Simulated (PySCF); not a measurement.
Gas-phase reaction: In(CH3)3 ⇌ InH + 3 CH2 + 2 H

Method: PySCF energies plus ideal-gas RRHO corrections (1 bar). † marks an energy on the PBE0/def2-TZVP geometry and frequencies. CCSD(T) freezes the core. Open shells (unrestricted): CH2 (multiplicity 3), H (multiplicity 2); the rest are closed-shell singlets. In: scalar-relativistic def2 core potential, no spin-orbit coupling. Methyl groups turn as free rotors in In(CH3)3. InH: computed as isolated molecules; such fragments, hydroxides, amides, oligomers or adducts are transient or little studied in the gas. CCSD(T) isn't extrapolated to the basis-set limit. The harmonic model lacks anharmonicity and excited electronic states, which grow with temperature; levels with a mode under 35 cm⁻¹ are left out. Soft modes under 120 cm⁻¹ make the harmonic entropy rough for In(CH3)3.

ΔH° and ΔS° at 298 K: BLYP/def2-TZVP† 1649 kJ, 652 J/K; CCSD(T)/def2-SVP† 1629 kJ, 652 J/K; HF/def2-TZVP† 1162 kJ, 652 J/K; M06-2X/def2-TZVP† 1707 kJ, 652 J/K.

With the heat capacities included, give log10 K (1 bar) at 500, 800, 1400, 1800, 2000 K from BLYP/def2-TZVP†, CCSD(T)/def2-SVP†, HF/def2-TZVP†, M06-2X/def2-TZVP†.


```csv
T (K),BLYP/def2-TZVP†,CCSD(T)/def2-SVP†,HF/def2-TZVP†,M06-2X/def2-TZVP†
500,-137.9,-135.8,-87.0,-143.9
800,-72.9,-71.5,-41.0,-76.6
1400,-26.3,-25.6,-8.1,-28.5
1800,-12.6,-12.0,1.5,-14.3
2000,-7.8,-7.3,4.9,-9.3
```
